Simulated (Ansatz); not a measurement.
A made-up structure of AlGeH4, doublet:

```json
{"atom": "Al1", "x (Å)": "0.7346", "y (Å)": "-0.8501", "z (Å)": "0.4247"}
{"atom": "Ge2", "x (Å)": "-1.4288", "y (Å)": "0.3904", "z (Å)": "-0.4579"}
{"atom": "H3", "x (Å)": "-2.7739", "y (Å)": "0.6984", "z (Å)": "-1.0711"}
{"atom": "H4", "x (Å)": "-0.1821", "y (Å)": "1.3875", "z (Å)": "-0.4483"}
{"atom": "H5", "x (Å)": "-0.3343", "y (Å)": "-0.7989", "z (Å)": "-1.0305"}
{"atom": "H6", "x (Å)": "-0.8327", "y (Å)": "-0.1955", "z (Å)": "1.0394"}
```

It is relaxed with PBE-D4/def2-SVP and then PBE0-D4/def2-TZVP (Ansatz 0.2.0). Atoms count as bonded within 1.22 times the sum of their covalent radii (H–H: 0.88 Å). The end point is not checked to be a true minimum.

(1) Does its bonding change? (Judge from chemistry; the calculation decides.)

## Answers

(1) The calculation gives: Yes. Formed: Al1–H4; broken: Ge2–H6.

Where it ends: The first stage lowers the energy by 1.57 eV in 19 steps. It ends as AlGeH₄ ([H]1[AlH]2[H][GeH]12):
Al1  (0.277, -0.229, -0.141)
Ge2  (-2.190, 0.573, -0.607)
H3  (-1.383, 0.600, -1.985)
H4  (-0.799, 1.214, 0.115)
H5  (-1.409, -0.894, -0.284)
H6  (0.686, -0.631, 1.358)
(Å)

Labels in which every atom is bracketed show which atoms are joined, not bond orders.

For scale, one of the runs: PBE0-D4/def2-TZVP relaxation, 109 basis functions, launched by `ansatz run in.yaml --threads 2 --pin off --events-out ev --progress --plain --max-ram 4352MiB`. Hardware: 2 CPU threads of an Intel Xeon Platinum 8488C, shared host. Wall time about 18 s.
